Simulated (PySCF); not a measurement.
# A small calculation by hand: chemical shift, span and skew from a shielding tensor

Al(Br)(OMe)(NH2) (CH₅AlBrNO), SMILES C[O][Al]([NH2])[Br]. Atoms are numbered in the order given.

```xyz
10

Al    -0.6664     0.5390     0.0000
Br     0.4343    -1.4298     0.0000
O      0.1983     1.9870     0.0000
C      1.5202     2.4133     0.0000
H      1.7288     3.0333     0.8899
H      2.2408     1.5745     0.0000
H      1.7288     3.0333    -0.8899
N     -2.4214     0.5561     0.0000
H     -3.0045    -0.2717     0.0000
H     -2.9875     1.3963     0.0000
```

Coordinates come from a PBE0-D3(BJ)/def2-SVP optimisation. The structure was generated by enumeration; whether it is a known compound was not checked. One conformer was computed; it need not be the lowest.

GIAO shieldings from PBE/pcSseg-1 (PySCF), non-relativistic, no solvent. The symmetric part of the tensor of C4 has the principal values 94.3, 100.5, 179.2 ppm. The same nucleus in TMS has σ = 182.0 ppm at this level (PySCF, at its B3LYP-D3(BJ)/def2-TZVP geometry). Without spin–orbit terms, shifts of atoms bonded to Cl or Br come out too high.

Q: Work out the isotropic shielding, the ¹³C shift against TMS, the span and the skew.

A: 
σ(iso) = (σ11 + σ22 + σ33)/3 = 124.7 ppm. δ = σ(ref) − σ(iso) = 182.0 − (124.7) = 57.3 ppm.
Span Ω = σ33 − σ11 = 84.9 ppm. Skew κ = 3(σ(iso) − σ22)/Ω = 0.85. Tumbling in solution averages the tensor to δ; in a static solid the shielding alone would spread this spin-1/2 line over Ω.
